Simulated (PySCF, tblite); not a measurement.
Breaking a bond: BeH (cation, charge +1), singlet.

- GFN2-xTB, 300 K electronic temperature (tblite)
- RKS-B3LYP = restricted B3LYP/6-31G (PySCF)
- UMP2 = PySCF with MP2 on UHF/6-31G

Energies are in eV, each relative to the lowest point of its own curve near equilibrium.

```tsv
R / Å	GFN2-xTB	RKS-B3LYP	UMP2
1.05	0.899	0.955	0.997
1.12	0.479	0.477	0.502
1.20	0.201	0.159	0.171
1.26	0.085	0.041	0.046
1.29	0.048	0.012	0.014
1.33	0.017	0.000	0.000
1.38	0.000	0.020	0.019
1.42	0.001	0.060	0.058
1.46	0.011	0.117	0.115
1.55	0.063	0.293	0.293
1.63	0.132	0.488	0.492
1.80	0.323	0.961	1.160
1.98	0.567	1.481	1.611
2.19	0.888	2.046	1.913
2.38	1.205	2.497	2.077
2.65	1.682	3.026	2.216
2.93	2.176	3.447	2.296
3.26	2.713	3.803	2.347
3.62	3.196	4.059	2.375
3.94	3.521	4.200	2.387
4.63	3.930	4.337	2.399
5.26	—	4.360	2.402
```

At the longest distance, 5.26 Å, RKS-B3LYP lies highest above its minimum (4.360 eV) and UMP2 lowest (2.402 eV).

A dash means that the run gave no value there, or that the column was ended at a point which the program doubted or which failed a test of continuity chosen for this set; such a test can also cut sound points.

At the longest distance RKS-B3LYP leaves fractional charges on the fragments, a sign of delocalisation error or of the restricted form. The restricted form behind RKS-B3LYP keeps the bonding electrons paired and can't separate into open-shell fragments. The unrestricted determinant behind UMP2 is spin-contaminated at 1.80 to 5.26 Å (<S²> up to 1.0, against 0.00 for a pure singlet).
